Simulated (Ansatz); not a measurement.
C3 (SMILES [C]=C=[C]) moved off its minimum; all values from Ansatz (an electronic-structure program), cores frozen in correlated methods.
(charge 0, multiplicity 1)
```xyz
3

C     -0.07011    -0.08255    -1.33216
C      0.00461     0.03802    -0.11194
C     -0.03176    -0.01521     1.42453
```

Task: Give the forces (eV/Å), the total energy and the dipole at CCSD(T)/aug-cc-pVTZ.

Result: 
| atom | Fx | Fy | Fz |
|---|---|---|---|
| C1 | -0.370 | -0.597 | -5.999 |
| C2 | 0.191 | 0.335 | 13.662 |
| C3 | 0.179 | 0.262 | -7.663 |
Energy -113.7891 hartree, dipole 1.66 D.

Doubts at one or more of the structures used: a restricted determinant that unrestricted orbitals would lower (CCSD(T)/aug-cc-pVTZ).
